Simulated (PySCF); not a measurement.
## Polarisability and C₆ of Tl (thallium, neutral)

[Xe] 4f14 5d10 6s2 6p1, 2P determinant. All numbers are calculated (PySCF 2.14, a scalar-relativistic core potential, in aug-cc-pwCVDZ-PP with ECP60MDF (6s5p4d1f, 48 functions)). Coupled (time-dependent) response in atomic units; α is the mean over directions. A double-zeta set is small for polarisabilities.

| method | mean α (bohr³) | α xx, yy, zz | C₆ (like pair) | S(−4) |
| --- | --- | --- | --- | --- |
| UHF | 76.27 | 55.44, 117.9, 55.44 | 821.8 | 3742 |
| PBE | 83.05 | 56.19, 136.8, 56.19 | 848.5 | 5670 |
| PBE0 | 77.72 | 54.20, 124.8, 54.20 | 799.5 | 4509 |
| PBEsol | 82.14 | 55.63, 135.2, 55.63 | 835.4 | 5516 |

S(−4) is the Cauchy moment in α(ω) = α(0) + S(−4) ω² + …

Reference α: 50 ± 2 bohr³ (recommended; Schwerdtfeger and Nagle, table of static dipole polarizabilities (2023 update)). Published C₆: 509.0 (Gould and Bucko (2016)).

Spin-orbit coupling is absent.

α(iu) at PBE0:

```json
{"u (hartree)": "0", "α(iu) (bohr³)": "77.72"}
{"u (hartree)": "0.0500", "α(iu) (bohr³)": "68.57"}
{"u (hartree)": "0.100", "α(iu) (bohr³)": "53.45"}
{"u (hartree)": "0.200", "α(iu) (bohr³)": "32.98"}
{"u (hartree)": "0.300", "α(iu) (bohr³)": "22.43"}
{"u (hartree)": "0.500", "α(iu) (bohr³)": "12.78"}
{"u (hartree)": "0.750", "α(iu) (bohr³)": "7.972"}
{"u (hartree)": "1.00", "α(iu) (bohr³)": "5.729"}
{"u (hartree)": "1.50", "α(iu) (bohr³)": "3.645"}
{"u (hartree)": "2.00", "α(iu) (bohr³)": "2.629"}
{"u (hartree)": "3.00", "α(iu) (bohr³)": "1.579"}
{"u (hartree)": "5.00", "α(iu) (bohr³)": "0.7316"}
```

A single London oscillator, α(iu) = α/(1 + u²/ω²), gives C₆ = (3/4) ω α². Matching the computed C₆ needs ω = 4 × 799.5 / (3 × 77.72²) = 0.176 hartree.

The components differ because the open shell of this determinant is not spherical; for a pure term their mean is the scalar polarisability.

Energies and moments cover only the electrons outside the core potential. Spin-orbit coupling, absent here, splits the open shell strongly.
